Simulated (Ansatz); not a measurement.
Relaxation of C2H7AlGeSi (12 atoms, charge 0, multiplicity 1), to a largest force component of 0.015 eV/Å in at most 40 steps.

These are results of RKS BLYP-D4/def2-SVP in Ansatz 0.2.0, not measurements.

```xyz
12
Properties=species:S:1:pos:R:3:forces:R:3
C -2.472 -1.095 1.260 -1.83 -1.23 0.95
C -1.643 -0.395 0.755 1.82 1.54 -0.94
Ge -0.287 0.643 -0.031 0.25 0.32 -0.63
Al 0.017 0.094 -2.387 -1.15 -0.64 -0.01
Si 1.744 0.152 1.026 -0.03 0.53 1.11
H -3.295 -1.613 1.678 -0.57 -0.61 0.39
H -0.551 2.151 0.146 -0.16 0.25 0.15
H -0.991 -0.990 -3.034 0.24 0.08 0.01
H 1.054 0.819 -3.239 0.76 0.43 -0.54
H 1.631 0.489 2.496 0.10 -0.06 -0.12
H 2.031 -1.272 0.910 0.24 -0.78 -0.14
H 2.840 0.963 0.454 0.33 0.17 -0.24
```

Question: Where does it end, and by what steps?

Answer: The run converged. The force dipped under the threshold on the way, but the program's further checks kept it going. After 17 steps the energy has fallen by 0.259 eV; H9 moved furthest, 0.56 Å.

```csv
step,energy less start (eV),largest force component (eV/Å),accepted
0,0.0000,1.834,yes
1,-0.2177,0.273,yes
2,-0.2462,0.280,yes
3,-0.2500,0.160,yes
4,-0.2566,0.020,yes
5,-0.2575,0.008,yes
6,-0.2579,0.031,yes
7,-0.2579,0.026,no
8,-0.2582,0.012,yes
9,-0.2583,0.032,yes
10,-0.2585,0.023,yes
11,-0.2587,0.019,yes
12,-0.2588,0.022,yes
13,-0.2589,0.023,yes
14,-0.2590,0.019,yes
15,-0.2590,0.017,yes
16,-0.2590,0.018,yes
17,-0.2591,0.006,yes
```

```xyz
12
Properties=species:S:1:pos:R:3
C -2.524 -1.000 1.248
C -1.638 -0.315 0.744
Ge -0.215 0.678 -0.097
Al -0.098 0.095 -2.520
Si 1.785 0.116 1.151
H -3.308 -1.593 1.696
H -0.511 2.189 0.164
H -0.711 -1.281 -3.042
H 0.654 1.083 -3.525
H 1.605 0.413 2.611
H 2.086 -1.345 0.979
H 2.951 0.906 0.626
```

Whether the end is a true minimum wasn't checked by a vibrational analysis.

Time of the run: 50 s on 2 threads of INTEL(R) XEON(R) PLATINUM 8581C CPU @ 2.10GHz (Emerald Rapids), on a shared host, peak memory 0.22 GiB.
